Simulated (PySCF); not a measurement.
ZrF2, SMILES [Zr]([F])[F] (connectivity only; charge and spin as stated), neutral, multiplicity 3. The structure is a stationary point at PBE-D3(BJ)/def2-TZVP. The spin state was assumed, not searched. The def2 effective core potentials stand for the cores of Zr; spin–orbit coupling is left out.

Computed with PBE-D3(BJ)/def2-TZVP (PySCF).

Harmonic wavenumbers (cm⁻¹): 118, 624, 636. Rotational constants (GHz): 30.34, 4.351, 3.805; symmetry number 2.

Problem. Work out the zero-point energy and the ideal-gas rigid-rotor harmonic-oscillator thermochemistry at 298.15 K and 1 atm.

Solution. ZPE = ½ Σ hcν = ½ × 1379 cm⁻¹ = 1.97 kcal/mol. H − E(el) = 4.96 kcal/mol. Entropy in cal/(mol K): translation 40.48, rotation 22.60, vibration 3.93, spin 2.18, total 69.19. G − E(el) = -15.67 kcal/mol. Cp = 11.82 cal/(mol K). Modes under 150 cm⁻¹ make the vibrational entropy uncertain.
